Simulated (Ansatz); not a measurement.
Gas-phase electronic energies from Ansatz, PBE0-D4/def2-TZVP geometries. CBS: MP2 limit from def2 TZ/QZ plus the TZ coupled-cluster correction, frozen cores. This one scheme is used for every species. DFT in def2-TZVPP. HSE06 is defined as in plane-wave codes. Elements past krypton have def2 core potentials. For Te outer-core shells are correlated without core-valence functions, which leaves a few kJ/mol of doubt a bond. Each species was taken in one conformer, which may not be the lowest.

`O=CB[TeH]` + H₂ → `BC=O` + H₂Te  (hydrogenolysis of a B–Te bond)

`O=CB[TeH]`:

Cartesian coordinates in Å:
```
O -1.768 0.380 -0.619
C -1.007 0.191 0.302
B 0.258 -0.741 0.207
Te 2.024 -0.087 -0.715
H -1.204 0.688 1.285
H 0.268 -1.833 0.684
H 1.430 1.402 -1.145
```

H₂:

Cartesian coordinates in Å:
```
H 0.010 -0.370 -0.050
H -0.010 0.370 0.050
```

`BC=O`:

Z-matrix (Å, degrees):
```
B
C 1 1.538
H 1 1.192 2 118.5
H 1 1.192 2 118.5 3 171.4
O 2 1.221 1 96.8 3 -85.7
H 2 1.104 1 141.2 3 94.3
```

H₂Te:

Cartesian coordinates in Å:
```
Te -0.098 -0.746 0.197
H -0.368 0.705 0.949
H 0.466 0.041 -1.146
```

CCSD(T)/CBS gives +67.8 kJ/mol.

(1) Another level gave +65.7 kJ/mol. Which?
A. MP2/def2-TZVPP
B. HSE06-D4/def2-TZVPP
C. HF/def2-TZVPP
D. revPBE/def2-TZVPP

(2) What do rigid-rotor, harmonic-oscillator terms from PBE0-D4/def2-TZVP frequencies (298.15 K, 1 bar) make of the CCSD(T)/CBS value? (Estimate.)

Largest T1 diagnostic among the species: 0.021, so the coupled-cluster value is less sure than usual.

Results:

(1) B. HSE06-D4 65.7, MP2/def2-TZVPP 71.8, HF/def2-TZVPP 39.9, revPBE 59.5 kJ/mol.

(2) The calculation gave: ΔZPE = +6.3 kJ/mol, ΔH = +71.6 kJ/mol, ΔS = 33 J/(mol·K), ΔG = +61.7 kJ/mol. Modes under 50 cm⁻¹ make the entropy rough.

The D4 term adds +10.1 kJ/mol with B3LYP and +5.5 kJ/mol with PBE0; it sums over pairs of atoms, weighted by their polarisabilities, and B3LYP, whose exchange is more repulsive, gets the larger term. At CCSD(T), def2-SVP lies −12.8 kJ/mol from the extrapolated value and def2-TZVPP −5.1 kJ/mol. Leaving LDA and LC-ωPBE aside and taking each functional with its dispersion term where it has one, the values, not all of them listed here, spread over 18.3 kJ/mol, from CAM-B3LYP-D4 to revPBE-D4.

B3LYP here is the variant with VWN-RPA as its local correlation; programs differ in this.
